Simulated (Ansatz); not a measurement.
Harmonic vibrations of GeH₉NSi₂ (`[SiH3][N]([SiH3])[GeH3]`) by finite differences.

```yaml
crystal:
  periodic: [false, false, false]
  atoms:
    - {symbol: Si, position_ang: [-0.721186, 1.366435, -0.848539]}
    - {symbol: N, position_ang: [0.026055, 0.075082, 0.023080]}
    - {symbol: Si, position_ang: [0.523720, 0.181022, 1.674345]}
    - {symbol: Ge, position_ang: [0.208921, -1.564336, -0.831260]}
    - {symbol: H, position_ang: [-2.179020, 1.138574, -1.052916]}
    - {symbol: H, position_ang: [-0.537377, 2.627317, -0.083940]}
    - {symbol: H, position_ang: [-0.102596, 1.503000, -2.196081]}
    - {symbol: H, position_ang: [-0.527554, -0.287347, 2.620638]}
    - {symbol: H, position_ang: [1.718132, -0.686862, 1.870895]}
    - {symbol: H, position_ang: [0.863761, 1.587946, 2.008063]}
    - {symbol: H, position_ang: [-0.762525, -1.565695, -2.022070]}
    - {symbol: H, position_ang: [-0.147561, -2.675720, 0.169185]}
    - {symbol: H, position_ang: [1.657732, -1.734215, -1.316399]}
basis:
  gaussian: {orbitals: def2-TZVP}
hamiltonian: {xc: pbe0, dispersion: d4}
phonons: {temperatures: {t_min: 298.15, t_max: 900, t_step: 200}}
```

```sh
$ ansatz run in.yaml --threads 4 --pin off --events-out ev --progress --plain --max-ram 10444MiB
```

It prints (some lines left out):

```
Functional definition: PBE0
mean field -73896.50131932 eV, -2715.6463346373 hartree, gradient 1.2e-5 eV, S^2 0.000000; 0 other end points of the search recorded, 0 dependent functions left out
mean field -73896.50120330 eV, -2715.6463303736 hartree, gradient 2.1e-6 eV, S^2 0.000000; 0 other end points of the search recorded, 0 dependent functions left out
mean field -73896.50124227 eV, -2715.6463318057 hartree, gradient 2.2e-6 eV, S^2 0.000000; 0 other end points of the search recorded, 0 dependent functions left out
mean field -73896.50124664 eV, -2715.6463319666 hartree, gradient 2.0e-6 eV, S^2 0.000000; 0 other end points of the search recorded, 0 dependent functions left out
mean field -73896.50118394 eV, -2715.6463296623 hartree, gradient 2.2e-6 eV, S^2 0.000000; 0 other end points of the search recorded, 0 dependent functions left out
mean field -73896.50119612 eV, -2715.6463301098 hartree, gradient 1.9e-6 eV, S^2 0.000000; 0 other end points of the search recorded, 0 dependent functions left out
mean field -73896.50123664 eV, -2715.6463315988 hartree, gradient 1.9e-6 eV, S^2 0.000000; 0 other end points of the search recorded, 0 dependent functions left out
mean field -73896.50128210 eV, -2715.6463332696 hartree, gradient 2.5e-6 eV, S^2 0.000000; 0 other end points of the search recorded, 0 dependent functions left out
mean field -73896.50127909 eV, -2715.6463331591 hartree, gradient 2.6e-6 eV, S^2 0.000000; 0 other end points of the search recorded, 0 dependent functions left out
mean field -73896.50122450 eV, -2715.6463311529 hartree, gradient 1.1e-6 eV, S^2 0.000000; 0 other end points of the search recorded, 0 dependent functions left out
mean field -73896.50120568 eV, -2715.6463304612 hartree, gradient 9.8e-7 eV, S^2 0.000000; 0 other end points of the search recorded, 0 dependent functions left out
mean field -73896.50120142 eV, -2715.6463303045 hartree, gradient 1.5e-6 eV, S^2 0.000000; 0 other end points of the search recorded, 0 dependent functions left out
mean field -73896.50120063 eV, -2715.6463302756 hartree, gradient 1.6e-6 eV, S^2 0.000000; 0 other end points of the search recorded, 0 dependent functions left out
mean field -73896.50123976 eV, -2715.6463317136 hartree, gradient 2.0e-6 eV, S^2 0.000000; 0 other end points of the search recorded, 0 dependent functions left out
mean field -73896.50121244 eV, -2715.6463307097 hartree, gradient 1.7e-6 eV, S^2 0.000000; 0 other end points of the search recorded, 0 dependent functions left out
mean field -73896.50122250 eV, -2715.6463310792 hartree, gradient 2.0e-6 eV, S^2 0.000000; 0 other end points of the search recorded, 0 dependent functions left out
mean field -73896.50121580 eV, -2715.6463308330 hartree, gradient 2.1e-6 eV, S^2 0.000000; 0 other end points of the search recorded, 0 dependent functions left out
mean field -73896.50125195 eV, -2715.6463321617 hartree, gradient 2.7e-6 eV, S^2 0.000000; 0 other end points of the search recorded, 0 dependent functions left out
mean field -73896.50116651 eV, -2715.6463290217 hartree, gradient 2.5e-6 eV, S^2 0.000000; 0 other end points of the search recorded, 0 dependent functions left out
mean field -73896.50124131 eV, -2715.6463317705 hartree, gradient 1.8e-6 eV, S^2 0.000000; 0 other end points of the search recorded, 0 dependent functions left out
mean field -73896.50122202 eV, -2715.6463310616 hartree, gradient 1.9e-6 eV, S^2 0.000000; 0 other end points of the search recorded, 0 dependent functions left out
mean field -73896.50119266 eV, -2715.6463299826 hartree, gradient 2.5e-6 eV, S^2 0.000000; 0 other end points of the search recorded, 0 dependent functions left out
mean field -73896.50126924 eV, -2715.6463327971 hartree, gradient 1.4e-6 eV, S^2 0.000000; 0 other end points of the search recorded, 0 dependent functions left out
mean field -73896.50120652 eV, -2715.6463304922 hartree, gradient 1.9e-6 eV, S^2 0.000000; 0 other end points of the search recorded, 0 dependent functions left out
mean field -73896.50125157 eV, -2715.6463321475 hartree, gradient 1.5e-6 eV, S^2 0.000000; 0 other end points of the search recorded, 0 dependent functions left out
mean field -73896.50125556 eV, -2715.6463322944 hartree, gradient 3.0e-6 eV, S^2 0.000000; 0 other end points of the search recorded, 0 dependent functions left out
mean field -73896.50127825 eV, -2715.6463331281 hartree, gradient 1.2e-6 eV, S^2 0.000000; 0 other end points of the search recorded, 0 dependent functions left out
mean field -73896.50131860 eV, -2715.6463346110 hartree, gradient 2.1e-6 eV, S^2 0.000000; 0 other end points of the search recorded, 0 dependent functions left out
mean field -73896.50130424 eV, -2715.6463340831 hartree, gradient 2.1e-6 eV, S^2 0.000000; 0 other end points of the search recorded, 0 dependent functions left out
mean field -73896.50130402 eV, -2715.6463340752 hartree, gradient 1.4e-6 eV, S^2 0.000000; 0 other end points of the search recorded, 0 dependent functions left out
mean field -73896.50131939 eV, -2715.6463346401 hartree, gradient 1.5e-6 eV, S^2 0.000000; 0 other end points of the search recorded, 0 dependent functions left out
mean field -73896.50130388 eV, -2715.6463340700 hartree, gradient 1.7e-6 eV, S^2 0.000000; 0 other end points of the search recorded, 0 dependent functions left out
mean field -73896.50132009 eV, -2715.6463346656 hartree, gradient 1.6e-6 eV, S^2 0.000000; 0 other end points of the search recorded, 0 dependent functions left out
mean field -73896.50128575 eV, -2715.6463334036 hartree, gradient 8.0e-7 eV, S^2 0.000000; 0 other end points of the search recorded, 0 dependent functions left out
[...]
mean field -73896.50131235 eV, -2715.6463343813 hartree, gradient 2.9e-6 eV, S^2 0.000000; 0 other end points of the search recorded, 0 dependent functions left out
mean field -73896.50127439 eV, -2715.6463329864 hartree, gradient 1.5e-6 eV, S^2 0.000000; 0 other end points of the search recorded, 0 dependent functions left out
mean field -73896.50128699 eV, -2715.6463334492 hartree, gradient 2.4e-6 eV, S^2 0.000000; 0 other end points of the search recorded, 0 dependent functions left out
mean field -73896.50127674 eV, -2715.6463330725 hartree, gradient 1.5e-6 eV, S^2 0.000000; 0 other end points of the search recorded, 0 dependent functions left out
mean field -73896.50129461 eV, -2715.6463337292 hartree, gradient 1.7e-6 eV, S^2 0.000000; 0 other end points of the search recorded, 0 dependent functions left out
mean field -73896.50129902 eV, -2715.6463338912 hartree, gradient 1.5e-6 eV, S^2 0.000000; 0 other end points of the search recorded, 0 dependent functions left out
mean field -73896.50132470 eV, -2715.6463348351 hartree, gradient 2.2e-6 eV, S^2 0.000000; 0 other end points of the search recorded, 0 dependent functions left out
mean field -73896.50129735 eV, -2715.6463338300 hartree, gradient 2.2e-6 eV, S^2 0.000000; 0 other end points of the search recorded, 0 dependent functions left out
mean field -73896.50132038 eV, -2715.6463346764 hartree, gradient 1.5e-6 eV, S^2 0.000000; 0 other end points of the search recorded, 0 dependent functions left out
mean field -73896.50130093 eV, -2715.6463339617 hartree, gradient 1.6e-6 eV, S^2 0.000000; 0 other end points of the search recorded, 0 dependent functions left out
mean field -73896.50127182 eV, -2715.6463328918 hartree, gradient 2.9e-6 eV, S^2 0.000000; 0 other end points of the search recorded, 0 dependent functions left out
mean field -73896.50126523 eV, -2715.6463326495 hartree, gradient 2.3e-6 eV, S^2 0.000000; 0 other end points of the search recorded, 0 dependent functions left out
mean field -73896.50131965 eV, -2715.6463346494 hartree, gradient 2.0e-6 eV, S^2 0.000000; 0 other end points of the search recorded, 0 dependent functions left out
mean field -73896.50129977 eV, -2715.6463339189 hartree, gradient 2.0e-6 eV, S^2 0.000000; 0 other end points of the search recorded, 0 dependent functions left out
mean field -73896.50129221 eV, -2715.6463336413 hartree, gradient 1.5e-6 eV, S^2 0.000000; 0 other end points of the search recorded, 0 dependent functions left out
mean field -73896.50129691 eV, -2715.6463338138 hartree, gradient 2.8e-6 eV, S^2 0.000000; 0 other end points of the search recorded, 0 dependent functions left out
mean field -73896.50130453 eV, -2715.6463340939 hartree, gradient 2.6e-6 eV, S^2 0.000000; 0 other end points of the search recorded, 0 dependent functions left out
mean field -73896.50132237 eV, -2715.6463347493 hartree, gradient 1.8e-6 eV, S^2 0.000000; 0 other end points of the search recorded, 0 dependent functions left out
mean field -73896.50127342 eV, -2715.6463329506 hartree, gradient 1.2e-6 eV, S^2 0.000000; 0 other end points of the search recorded, 0 dependent functions left out
mean field -73896.50129656 eV, -2715.6463338008 hartree, gradient 1.4e-6 eV, S^2 0.000000; 0 other end points of the search recorded, 0 dependent functions left out
mean field -73896.50130755 eV, -2715.6463342049 hartree, gradient 1.1e-6 eV, S^2 0.000000; 0 other end points of the search recorded, 0 dependent functions left out
mean field -73896.50131484 eV, -2715.6463344727 hartree, gradient 2.0e-6 eV, S^2 0.000000; 0 other end points of the search recorded, 0 dependent functions left out
mean field -73896.50127101 eV, -2715.6463328622 hartree, gradient 1.5e-6 eV, S^2 0.000000; 0 other end points of the search recorded, 0 dependent functions left out
mean field -73896.50130648 eV, -2715.6463341656 hartree, gradient 1.3e-6 eV, S^2 0.000000; 0 other end points of the search recorded, 0 dependent functions left out
mean field -73896.50129099 eV, -2715.6463335964 hartree, gradient 2.7e-6 eV, S^2 0.000000; 0 other end points of the search recorded, 0 dependent functions left out
mean field -73896.50129571 eV, -2715.6463337699 hartree, gradient 1.4e-6 eV, S^2 0.000000; 0 other end points of the search recorded, 0 dependent functions left out
mean field -73896.50127991 eV, -2715.6463331889 hartree, gradient 1.5e-6 eV, S^2 0.000000; 0 other end points of the search recorded, 0 dependent functions left out
mean field -73896.50126277 eV, -2715.6463325594 hartree, gradient 1.8e-6 eV, S^2 0.000000; 0 other end points of the search recorded, 0 dependent functions left out
mean field -73896.50129923 eV, -2715.6463338992 hartree, gradient 2.2e-6 eV, S^2 0.000000; 0 other end points of the search recorded, 0 dependent functions left out
mean field -73896.50132658 eV, -2715.6463349044 hartree, gradient 2.3e-6 eV, S^2 0.000000; 0 other end points of the search recorded, 0 dependent functions left out
mean field -73896.50130136 eV, -2715.6463339775 hartree, gradient 1.3e-6 eV, S^2 0.000000; 0 other end points of the search recorded, 0 dependent functions left out
mean field -73896.50131713 eV, -2715.6463345570 hartree, gradient 2.6e-6 eV, S^2 0.000000; 0 other end points of the search recorded, 0 dependent functions left out
WARN: phonons: modes at or below zero, which the zero-point energy, F, S and C_V leave out: 1, the lowest at -38.52 cm⁻¹. A minimum has none, and a first-order saddle one
Total energy: -73896.79887635 eV, -2715.6572696565 hartree
Atom 0 at    -0.721186     1.366435    -0.848539 Å, force     0.000766    -0.002852     0.002404 eV/Å
Atom 1 at     0.026055     0.075082     0.023080 Å, force     0.000348     0.001236    -0.000748 eV/Å
Atom 2 at     0.523720     0.181022     1.674345 Å, force    -0.000583    -0.000130    -0.002569 eV/Å
Atom 3 at     0.208921    -1.564336    -0.831260 Å, force     0.001284     0.003111     0.000608 eV/Å
Atom 4 at    -2.179020     1.138574    -1.052916 Å, force    -0.000044    -0.001014    -0.000738 eV/Å
Atom 5 at    -0.537377     2.627317    -0.083940 Å, force    -0.001597    -0.001313     0.000101 eV/Å
Atom 6 at    -0.102596     1.503000    -2.196081 Å, force    -0.000152     0.000881     0.000035 eV/Å
Atom 7 at    -0.527554    -0.287347     2.620638 Å, force     0.000051     0.001783     0.001059 eV/Å
Atom 8 at     1.718132    -0.686862     1.870895 Å, force    -0.000786    -0.001075     0.000774 eV/Å
Atom 9 at     0.863761     1.587946     2.008063 Å, force     0.001823    -0.000414    -0.000770 eV/Å
Atom 10 at    -0.762525    -1.565695    -2.022070 Å, force    -0.000020     0.001102    -0.000951 eV/Å
Atom 11 at    -0.147561    -2.675720     0.169185 Å, force    -0.000851    -0.000716     0.000199 eV/Å
Atom 12 at     1.657732    -1.734215    -1.316399 Å, force    -0.000239    -0.000600     0.000595 eV/Å
Dipole moment:     0.021331    -0.144760    -0.079423 e Å
Vibrations: -38.52 70.69 82.91 142.45 145.84 168.81 429.48 592.02 621.61 663.58 670.76 704.42 719.32 843.28 869.55 880.26 929.68 933.32 942.10 945.51 964.98 967.14 1001.40 1041.23 2155.64 2155.81 2163.57 2198.88 2201.91 2206.46 2212.97 2224.15 2235.32 cm⁻¹, zero-point energy 2.174996 eV
```

Hardware: 4 threads of an Arm Neoverse V1 on a shared host. Wall time 4 min, peak host memory 0.66 GiB.
